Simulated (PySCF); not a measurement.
CH7FOSi2, SMILES F[SiH2]O[SiH2]C. Atoms are numbered in the order given.

```xyz
12

Si     1.3788    -0.8422    -0.2039
F      1.0513    -0.1712    -1.6539
O      0.3642    -0.1801     0.8991
Si    -0.9707     0.8339     0.9169
C     -2.1313     0.3661    -0.4702
H      1.1395    -2.3001    -0.3259
H      2.7862    -0.5258     0.1330
H     -1.6155     0.6798     2.2495
H     -0.5056     2.2422     0.7588
H     -1.6014     0.4218    -1.4344
H     -2.9983     1.0452    -0.5090
H     -2.5059    -0.6619    -0.3401
```

Geometry optimised at ωB97X-D3(BJ)/def2-SVP. The structure was generated by enumeration, and PubChem lists no compound with its InChIKey, so it may never have been made. One conformer was computed; it need not be the lowest.

Two levels are set side by side: PBE/pcSseg-1 (PySCF) and HF/pcSseg-1 (PySCF). GIAO shifts against CFCl3 (¹⁹F), H2O (¹⁷O), TMS (²⁹Si), TMS (¹H), TMS (¹³C) at the same level; non-relativistic, no solvent, atoms listed together averaged. Differences are taken from unrounded values.

```tsv
quantity	PBE
δ(²⁹Si) of Si1 (ppm)	-21.0
δ(¹⁹F) of F2 (ppm)	-187.7
δ(¹⁷O) of O3 (ppm)	74.8
δ(²⁹Si) of Si4 (ppm)	-9.4
δ(¹³C) of C5 (ppm)	2.7
δ(¹H) of H6, H7 (ppm)	5.57
δ(¹H) of H8, H9 (ppm)	5.60
```

Problem. These are the PBE values. What does HF give? (An estimate is asked for; the answer gives what the named calculation found.)

Solution. 
| quantity | HF | PBE minus HF |
|---|---|---|
| δ(²⁹Si) of Si1 (ppm) | -35.6 | 14.6 |
| δ(¹⁹F) of F2 (ppm) | -135.3 | -52.4 |
| δ(¹⁷O) of O3 (ppm) | 34.8 | 40.0 |
| δ(²⁹Si) of Si4 (ppm) | -17.0 | 7.6 |
| δ(¹³C) of C5 (ppm) | 1.5 | 1.2 |
| δ(¹H) of H6, H7 (ppm) | 4.65 | 0.92 |
| δ(¹H) of H8, H9 (ppm) | 4.81 | 0.79 |

Rough cost on one machine, each run with all the roots and properties that it gave: HF against PBE within a factor of 2.
